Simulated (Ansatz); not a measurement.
Relaxation of Cl4FH3O2W (11 atoms, charge 0, multiplicity 1), to a largest force component of 0.03 eV/Å in at most 50 steps.

All numbers below come from RKS PBE/def2-SVP (Ansatz).

```xyz
11
Properties=species:S:1:pos:R:3
W -0.295 0.239 -0.554
F 0.405 -0.531 2.357
O 1.358 0.368 0.297
H 1.458 0.029 1.225
Cl -0.050 2.414 -1.398
Cl -2.554 0.112 -1.317
Cl -0.465 -2.016 0.035
Cl 0.410 -0.460 -2.653
O -1.185 0.993 0.993
H -2.142 1.178 0.896
H -0.131 0.139 2.725
```

Question: Where does it end, and by what steps?

Answer: The forces met the threshold. The force dipped under the threshold on the way, but the program's further checks kept it going. After 18 steps the energy has fallen by 0.731 eV; F2 moved furthest, 1.04 Å.

```json
{"step": "0", "energy less start (eV)": "0.0000", "largest force component (eV/Å)": "1.010", "accepted": "yes"}
{"step": "1", "energy less start (eV)": "-0.2473", "largest force component (eV/Å)": "0.853", "accepted": "yes"}
{"step": "2", "energy less start (eV)": "-0.3153", "largest force component (eV/Å)": "2.089", "accepted": "yes"}
{"step": "3", "energy less start (eV)": "-0.4467", "largest force component (eV/Å)": "1.668", "accepted": "yes"}
{"step": "4", "energy less start (eV)": "-0.5476", "largest force component (eV/Å)": "0.418", "accepted": "yes"}
{"step": "5", "energy less start (eV)": "-0.6225", "largest force component (eV/Å)": "0.265", "accepted": "yes"}
{"step": "6", "energy less start (eV)": "-0.6582", "largest force component (eV/Å)": "1.067", "accepted": "yes"}
{"step": "7", "energy less start (eV)": "-0.6294", "largest force component (eV/Å)": "2.091", "accepted": "no"}
{"step": "8", "energy less start (eV)": "-0.7017", "largest force component (eV/Å)": "0.118", "accepted": "yes"}
{"step": "9", "energy less start (eV)": "-0.7130", "largest force component (eV/Å)": "0.174", "accepted": "yes"}
{"step": "10", "energy less start (eV)": "-0.7232", "largest force component (eV/Å)": "0.211", "accepted": "yes"}
{"step": "11", "energy less start (eV)": "-0.7230", "largest force component (eV/Å)": "0.304", "accepted": "no"}
{"step": "12", "energy less start (eV)": "-0.7273", "largest force component (eV/Å)": "0.103", "accepted": "yes"}
{"step": "13", "energy less start (eV)": "-0.7273", "largest force component (eV/Å)": "0.130", "accepted": "no"}
{"step": "14", "energy less start (eV)": "-0.7283", "largest force component (eV/Å)": "0.020", "accepted": "yes"}
{"step": "15", "energy less start (eV)": "-0.7299", "largest force component (eV/Å)": "0.045", "accepted": "yes"}
{"step": "16", "energy less start (eV)": "-0.7306", "largest force component (eV/Å)": "0.056", "accepted": "yes"}
{"step": "17", "energy less start (eV)": "-0.7307", "largest force component (eV/Å)": "0.036", "accepted": "yes"}
{"step": "18", "energy less start (eV)": "-0.7308", "largest force component (eV/Å)": "0.014", "accepted": "yes"}
```

```xyz
11
Properties=species:S:1:pos:R:3
W -0.314 0.090 -0.692
F 0.735 0.397 2.696
O 1.185 -0.037 0.348
H 1.256 0.104 1.384
Cl 0.061 2.356 -1.128
Cl -2.556 0.417 -1.322
Cl -0.792 -2.185 -0.446
Cl 0.542 -0.382 -2.777
O -1.091 0.509 1.126
H -2.050 0.696 1.168
H -0.165 0.501 2.248
```

Whether the end is a true minimum wasn't checked by a vibrational analysis.

Run time: 68 s on 4 threads of Arm Neoverse V2 (shared host), peak memory 0.29 GiB.
